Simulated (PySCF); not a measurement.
VCl3, SMILES [Cl][V]([Cl])[Cl] (connectivity only; charge and spin as stated), neutral, multiplicity 3. Atoms are numbered in the order given.

```xyz
4

V      0.0000     0.0000    -0.0506
Cl     0.0000    -1.8064     1.1356
Cl     0.0000     0.0000    -2.2028
Cl     0.0000     1.8064     1.1356
```
Charge 0, spin multiplicity 3.

Geometry optimised at r2SCAN-D4/def2-SVP. The spin state was assumed, not searched.

Level of theory: PBE/def2-TZVPD (PySCF).

Mulliken values depend strongly on the basis, most of all with diffuse functions as here. Atomic charges (e):

```tsv
atom	Mulliken	meta-Löwdin	Mulliken spin
V1	0.84	1.00	2.20
Cl2	-0.28	-0.34	-0.05
Cl3	-0.28	-0.32	-0.10
Cl4	-0.28	-0.34	-0.05
```
